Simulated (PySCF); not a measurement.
## A series of derivatives of P[SiH]1CNC[SiH2]1

Parent skeleton `[PH2:1][SiH:2]1[CH2:3][NH:4][CH2:5][SiH2:6]1`; one hydrogen on atom 4 is replaced by X. Hydrogens on one atom are averaged.

- σ from GIAO-PBE0/pcSseg-1
- coordinates at the GFN2-xTB level
- code: PySCF 2.14.0 with density-fitted response routines
- fast rotation and ring inversion assumed for equivalent nuclei, non-relativistic Hamiltonian, isolated molecule, single conformer

δ = σ(ref) − σ, references computed at the same level: H3PO4 for ³¹P; TMS for ²⁹Si, ¹³C, ¹H; ¹⁵N vs NH3.

Question: Give δ (ppm) for X = vinyl, cPr, CH3, allyl, C2H5.

Answer: 
```
    X                      SMILES      P1    Si2    C3    N4    C5    Si6  H(P1)  H(Si2)  H(C3)
vinyl     C=CN1C[SiH2][Si@H](P)C1  -286.0  -47.5  39.4  96.2  45.1  -69.2   1.48    4.30   2.90
  cPr  P[Si@@H]1CN(C2CC2)C[SiH2]1  -293.5  -50.7  50.4  69.0  46.3  -74.0   1.52    4.56   2.78
  CH3       CN1C[SiH2][Si@H](P)C1  -289.2  -51.0  53.0  45.3  48.4  -75.8   1.26    4.01   2.59
allyl   C=CCN1C[SiH2][Si@@H](P)C1  -298.1  -46.0  50.1  60.9  42.8  -66.7   1.16    4.41   2.21
 C2H5     CCN1C[SiH2][Si@@H](P)C1  -304.6  -48.7  46.2  50.7  40.3  -69.6   1.21    4.75   2.34
```

Question: Which position responds most, and to which substituents?

Answer: N4: from 45.3 ppm with CH3 to 96.2 ppm with vinyl.

Experimental scales use liquid or dissolved standards, which lie at an offset from isolated H3PO4 and NH3 (liquid NH3: subtract about 20 ppm).
